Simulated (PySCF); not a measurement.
Sn(H)(Et)(Vi)2, SMILES C=[CH][SnH]([CH]=C)[CH2]C (C₆H₁₂Sn) at its GFN2-xTB optimised geometry (Å):

```
19

Sn    -0.9659     0.6955     0.0000
C      1.1983     0.6955     0.0000
C      1.9416    -0.1869    -0.6395
C     -1.6948    -0.2332    -1.8121
C     -2.5733    -1.2162    -1.8599
C     -1.7745    -0.2945     1.7992
C     -1.1885    -1.6743     2.0207
H     -1.4520     2.3312     0.0000
H      1.6775     1.4647     0.5886
H      1.5136    -0.9728    -1.2409
H      3.0210    -0.1636    -0.5962
H     -1.2812     0.1487    -2.7350
H     -2.8949    -1.6491    -2.7963
H     -3.0210    -1.6359    -0.9738
H     -1.5693     0.3413     2.6575
H     -2.8557    -0.3545     1.6925
H     -0.1102    -1.6231     2.1537
H     -1.3951    -2.3312     1.1789
H     -1.6187    -2.1249     2.9144
```

Method: PBE0/def2-SVP, def2 effective core potentials past Kr run with PySCF. The core electrons that the potentials of Sn replace are not part of the density.

Map of the log10 of the electron density (e/bohr³), floored at −4 on the plane z = 1.0 Å:

```
|                             |
|                             |
|                             |
|                             |
|          ..                 |
|        .::::.               |
|       .:-==-:.              |
|      .:-++++=::::--:        |
|      .-=+**+=---=++=:       |
|      .-=**#*++=+*##+-.      |
|      :-+*###**+*%%%*=:      |
|     .-=+##%%#**#%@%*=:      |
|    .-=+*#%@%%###%%#*=:      |
|    :=+*#%@@%%#####*+=:.     |
|   .-+*#%@@@%#***#**+=-.     |
|   .-+#%%@@%#**++**+==:.     |
|   .-+*##%%%#*+===+==-:.     |
|    :-++*####*+=-----:.      |
|    .:-=+#%%#*+=-::::.       |
|     .:-+%@@%*+=:..          |
|      .-*%@@%*=-:            |
|      .-+#%%#+-:.            |
|       :-+**+=:.             |
|        :-==-:.              |
|         ....                |
|                             |
|                             |
|                             |
|                             |
```
Scale: ten equal steps from -4.00 (start of ' ') to -0.833 (end of '@'), in the order ' .:-=+*#%@'; x runs from -5.50 to 5.50, y from -5.50 (bottom) to 5.50 (top).
